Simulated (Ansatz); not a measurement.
`CO[Si]Cl` + H₂O → `O[Si]Cl` + CH₃OH at 600 K and 1 bar (formal hydrolysis of the Si–O bond).

Isolated molecules relaxed with PBE0-D4/def2-TZVP in Ansatz; ΔE leaves out vibrations. CBS: MP2 limit from def2 TZ/QZ plus the TZ coupled-cluster correction, frozen cores. This one scheme is used for every species. One conformer a species, not always the lowest.

```
   species  CCSD(T)/CBS energy (Eh)  H − E (kJ/mol)  S (J/(mol·K))
`CO[Si]Cl`               -863.93892           160.0          383.5
       H₂O                -76.37941            76.8          212.8
 `O[Si]Cl`               -824.69782            72.4          323.1
     CH₃OH               -115.61712           163.6          277.3
```

H − E and S are ideal-gas, rigid-rotor, harmonic terms from PBE0-D4/def2-TZVP, for one conformer and one mirror image of each species. 1 Eh = 2625.50 kJ/mol, R = 8.31446 J/(mol·K).

Question: By hand: ΔE, ΔH, ΔS and ΔG.

Answer: ΔE = (-824.69782) + (-115.61712) − (-863.93892) − (-76.37941) = 0.00339 Eh = 8.9 kJ/mol. Δ(H − E) = 72.4 + 163.6 − 160.0 − 76.8 = -0.8, so ΔH = 8.1 kJ/mol. ΔS = 323.1 + 277.3 − 383.5 − 212.8 = 4.1 J/(mol·K). ΔG = 8.1 − 600 × (4.1)/1000 = 5.6 kJ/mol.

Question: By hand: the equilibrium constant, and the temperature at which ΔG would vanish if ΔH and ΔS stayed fixed.

Answer: log₁₀ K = −ΔG/(RT ln 10) = -0.5. ΔG = 0 at ΔH/ΔS = 1976 K, though so small a ΔH makes that figure unsure.

The number of gas molecules stays the same, so ΔS is small and ΔH decides. The sign of ΔG lies within the doubt. A doubt of 5 kJ/mol in ΔE shifts log₁₀ K by 0.4 here. Other conformers and mirror images would add mixing entropy, several J/(mol·K) or more a flexible species. These are equilibria of isolated gas molecules and say nothing of rates. Largest T1 diagnostic: 0.014 (customary marks: 0.02 for closed shells, 0.045 for open ones).
